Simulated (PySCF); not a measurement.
# Bromine: highly charged ions in a basis for the neutral atom

Br¹⁶⁺ [Ar] 3d1, Br¹⁷⁺ [Ar]. Computed with PySCF 2.14 in Sapporo-DKH3-DZP-2012 (6s5p3d1f, 43 functions), with the spin-free X2C one-electron Hamiltonian (Gaussian nucleus). No spin-orbit coupling, so a gap to NIST mixes the basis error with missing relativistic terms.

Changed run: basis of the neutral atom used for a highly charged ion. This setting is unsound on purpose.

```json
{"species": "Br¹⁶⁺", "method": "UHF", "sound run (hartree)": "not run", "changed run (hartree)": "-2475.04012", "converged": "yes"}
{"species": "Br¹⁶⁺", "method": "r2SCAN", "sound run (hartree)": "not run", "changed run (hartree)": "-2476.00968", "converged": "yes"}
{"species": "Br¹⁶⁺", "method": "BP86", "sound run (hartree)": "not run", "changed run (hartree)": "-2476.34334", "converged": "yes"}
{"species": "Br¹⁷⁺", "method": "UHF", "sound run (hartree)": "not run", "changed run (hartree)": "-2453.78124", "converged": "yes"}
{"species": "Br¹⁷⁺", "method": "r2SCAN", "sound run (hartree)": "not run", "changed run (hartree)": "-2454.68658", "converged": "yes"}
{"species": "Br¹⁷⁺", "method": "BP86", "sound run (hartree)": "not run", "changed run (hartree)": "-2455.01484", "converged": "yes"}
```

Ionisation energy of Br¹⁶⁺:

```json
{"method": "UHF", "changed run (eV)": "578.48", "NIST (eV)": "577 ± 3"}
{"method": "r2SCAN", "changed run (eV)": "580.23", "NIST (eV)": "577 ± 3"}
{"method": "BP86", "changed run (eV)": "580.38", "NIST (eV)": "577 ± 3"}
```

The contracted functions were made for the neutral atom and can be too rigid for a highly charged ion.
